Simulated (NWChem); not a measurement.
**Basis-set convergence for BiF3**

SMILES: [F][Bi]([F])[F]
```xyz
4

Bi     0.0023     0.2541     0.0000
F     -0.8875    -0.7732     1.5253
F     -0.8875    -0.7732    -1.5253
F      1.7542    -0.7967     0.0000
```
Charge 0, spin multiplicity 1.

Program: NWChem. Structure: optimised with PBE/def2-SVP with def2 effective core potentials on Bi, a minimum by its harmonic frequencies.

Quantity: LUMO energy at the level PBE0.

Effective core potentials replace the inner electrons of Bi; spin-orbit coupling is left out. The structure started from a generated list of species.

```json
[
 {"basis": "def2-SVP", "functions": "68", "LUMO energy (eV)": "-1.71"},
 {"basis": "def2-SVPD", "functions": "101", "LUMO energy (eV)": "-2.19"},
 {"basis": "def2-TZVPP", "functions": "143", "LUMO energy (eV)": "-2.01"},
 {"basis": "def2-TZVP", "functions": "143", "LUMO energy (eV)": "-2.01"},
 {"basis": "def2-TZVPD", "functions": "176", "LUMO energy (eV)": "-2.11"},
 {"basis": "def2-QZVP", "functions": "253", "LUMO energy (eV)": "-2.06"}
]
```

Smallest basis within 0.2 eV of def2-QZVP, the largest set run: def2-SVPD, with 101 functions against 253 and about 4 % of the time (also within reach: def2-TZVPP, def2-TZVP, def2-TZVPD). def2-QZVP isn't the basis-set limit itself, and a small set can land close by cancellation.
